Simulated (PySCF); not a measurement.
Species: ZnF (doublet state).
SMILES: `[F][Zn]`

The calculation used PBE0-D3(BJ)/def2-SVP geometry optimisation, gas phase in PySCF 2.14.0.

Take the most abundant isotopes and a rigid rotor. 

Problem. What are the moment of inertia and the rotational constant?

Solution. I = 46.112 u·Å², B = 505379 MHz·u·Å²/I = 10960 MHz (0.3656 cm⁻¹, or 0.526 K as hB/k). For two atoms I = μr² with μ = 14.6459 u and r = 1.7744 Å.

Problem. List the first levels of a rigid rotor in a Σ state.

Solution. E(J) = BJ(J+1): J = 1: 0.731, J = 2: 2.193, J = 3: 4.387, J = 4: 7.312, J = 5: 10.967, J = 6: 15.354 cm⁻¹. For this open shell read J as N, the rotation without spin; fine and hyperfine splittings come on top.

Problem. Where do the first rotational lines fall?

Solution. The dipole is 3.19 D; J+1 ← J lies at 2B(J+1): 1 ← 0 at 21.92 GHz, 2 ← 1 at 43.84 GHz, 3 ← 2 at 65.76 GHz, 4 ← 3 at 87.68 GHz, 5 ← 4 at 109.60 GHz, 6 ← 5 at 131.52 GHz.

PBE0-D3(BJ)/def2-SVP frequencies: not computed here. ⟨S²⟩ = 0.752 (exact for a doublet: 0.75). No vibrational averaging or centrifugal distortion is included, and the geometry carries the error of its method.

The run took 2.2 s of wall time on an x86-64 server with one thread, on a shared host. That covers the optimisation of the geometry.
